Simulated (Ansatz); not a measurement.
Frontier orbitals of `C/C=C1\N[SiH2]O1`.

```xyz
13

C    -0.555    2.030    0.530
C    -0.255    1.104   -0.600
C     0.120   -0.158   -0.446
N     0.325   -0.964    0.688
Si    0.632   -2.286   -0.370
O     0.430   -1.040   -1.477
H     0.024    2.955    0.454
H    -0.313    1.583    1.498
H    -1.612    2.318    0.558
H    -0.339    1.460   -1.619
H    -0.062   -0.750    1.587
H     1.987   -2.885   -0.351
H    -0.382   -3.368   -0.452
```

Total charge 0; spin multiplicity 1. Geometry: relaxed with PBE0-D4/def2-TZVP. Basis def2-TZVPP, Ansatz.

```csv
functional,HOMO (eV),LUMO (eV),gap (eV)
LDA (SPW92),-4.80,-1.67,3.13
PBE,-4.64,-1.42,3.22
r2SCAN,-4.81,-1.02,3.79
PBE0,-5.75,-0.53,5.22
B3LYP,-5.56,-0.76,4.80
r2SCAN0,-5.87,-0.28,5.59
ωB97X-V,-8.02,1.51,9.53
ωB97M-V,-7.94,1.17,9.11
```

A quarter of exact exchange (PBE0) shifts PBE's HOMO by −1.12 eV and its LUMO by +0.89 eV; full exchange at long range (ωB97M-V) shifts them by −3.30 and +2.59 eV. The gap opens from 3.22 to 9.11 eV, since occupied levels lose self-interaction and empty ones feel all the electrons. A positive LUMO is unbound and depends on the basis.

B3LYP here is the variant with VWN-RPA as its local correlation; programs differ in this.
